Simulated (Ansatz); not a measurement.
Reaction (cleavage of the Si–Si bond): `CN[SiH2][SiH3]` + `[OH][In]([F])[SH]` → `[F][In]([SH])[O][SiH3]` + `CN[SiH3]`

Computed with Ansatz on PBE0-D4/def2-TZVP structures; ΔE is electronic, products minus reactants. CCSD(T)/CBS is the MP2 limit (def2-TZVPP, def2-QZVPP) plus CCSD(T) − MP2 in def2-TZVPP, frozen cores. Functionals use def2-TZVPP. B3LYP here is the variant with VWN-RPA as its local correlation; programs differ in this. def2 core potentials past Kr. For In outer-core shells are correlated without core-valence functions, which leaves a few kJ/mol of doubt a bond. One conformer a species, not always the lowest.

| level | ΔE (kJ/mol) | difference from CCSD(T)/CBS |
| --- | --- | --- |
| r2SCAN-D4 | -92.5 | 11.2 |
| ωB97X-V | -99.7 | 4.0 |
| ωB97M-V | -104.1 | -0.4 |
| B2PLYP | -107.2 | -3.5 |
| PBE | -72.1 | 31.6 |
| B3LYP | -101.3 | 2.4 |
| HF/def2-TZVPP | -135.4 | -31.7 |
| MP2/def2-TZVPP | -112.2 | -8.5 |
| SCS-MP2/def2-TZVPP | -117.5 | -13.8 |
| CCSD/def2-TZVPP | -108.8 | -5.1 |
| CCSD(T)/CBS | -103.7 | 0 |

Largest T1 diagnostic among the species: 0.016.

From PBE to PBE0 (25 % exact exchange), in def2-TZVPP and without D4, ΔE moves by −11.7 kJ/mol. In def2-TZVPP, CCSD(T) changes the Hartree–Fock value by +30.8 kJ/mol (the triples alone add +4.1 kJ/mol) and MP2 by +23.2 kJ/mol.
